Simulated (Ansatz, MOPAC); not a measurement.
Complex: SiH4 (SMILES [SiH4]) (first 5 atoms) with N2 (SMILES N#N); geometry from B3LYP-D3(BJ)/def2-TZVP, rigid monomers moved along the line of their centres of mass till Si1···N7 is 3.18 Å.
(charge 0, multiplicity 1):
```xyz
7

Si     0.082     0.149    -0.190
H      0.400     0.407    -1.613
H      0.258     1.397     0.585
H      0.996    -0.891     0.335
H     -1.318    -0.316    -0.074
N      0.002    -0.323     3.943
N     -0.368    -0.335     2.917
```

Interaction energies are E(AB) − E(A) − E(B) at the monomers' geometry in the complex; basis-set methods are counterpoise corrected.

Correlated levels freeze the cores. CBS: X⁻³ extrapolation of the correlation energy, Hartree–Fock from the larger set. The state that AM1 reach isn't checked.

Programs: Ansatz (Gaussian basis) for Hartree–Fock, density functionals and correlated methods; MOPAC for AM1 (differences of heats of formation). Values without a source in brackets are computed.

Problem. What is the computed interaction energy (AM1)?

Solution. 8 kJ/mol

Ansatz is a quantum-chemistry and plane-wave program.
